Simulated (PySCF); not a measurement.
CH5FN2Si2, SMILES F[Si@@H]1C=N[SiH2]N1. Atoms are numbered in the order given.

```xyz
11

F     -2.0253     1.2116    -0.3166
Si    -1.0228    -0.0417    -0.6091
C     -0.5658    -0.9330     1.0202
N      0.6645    -0.8918     1.3847
Si     1.7279    -0.0261     0.2573
N      0.5864     0.4400    -0.9880
H     -1.7125    -0.8250    -1.6679
H     -1.2949    -1.4564     1.6748
H      2.3688     1.1198     0.9615
H      2.7907    -0.9442    -0.2407
H      0.8438     0.9110    -1.8501
```
Charge 0, spin multiplicity 1.

Geometry: r2SCAN-D4/def2-SVP. The structure was generated by enumeration; whether it is a known compound was not checked.

Two levels are set side by side: PBE/pcSseg-1 (PySCF) and PBE0/pcSseg-1 (PySCF). GIAO shifts against CFCl3 (¹⁹F), NH3 (¹⁵N), TMS (²⁹Si), TMS (¹H), TMS (¹³C) at the same level; non-relativistic, no solvent, atoms listed together averaged. Differences are taken from unrounded values.

| quantity | PBE0 | PBE | PBE minus PBE0 |
|---|---|---|---|
| δ(¹⁹F) of F1 (ppm) | -160.7 | -176.6 | -15.9 |
| δ(²⁹Si) of Si2 (ppm) | -30.6 | -31.3 | -0.7 |
| δ(¹³C) of C3 (ppm) | 210.6 | 208.4 | -2.2 |
| δ(¹⁵N) of N4 (ppm) | 496.4 | 483.8 | -12.5 |
| δ(²⁹Si) of Si5 (ppm) | -13.4 | -14.2 | -0.8 |
| δ(¹⁵N) of N6 (ppm) | 41.2 | 49.2 | 8.0 |
| δ(¹H) of H7 (ppm) | 5.42 | 5.70 | 0.28 |
| δ(¹H) of H8 (ppm) | 10.45 | 10.45 | 0.00 |
| δ(¹H) of H11 (ppm) | 1.78 | 1.83 | 0.05 |

Rough cost on one machine, each run with all the roots and properties that it gave: PBE0 against PBE within a factor of 2.
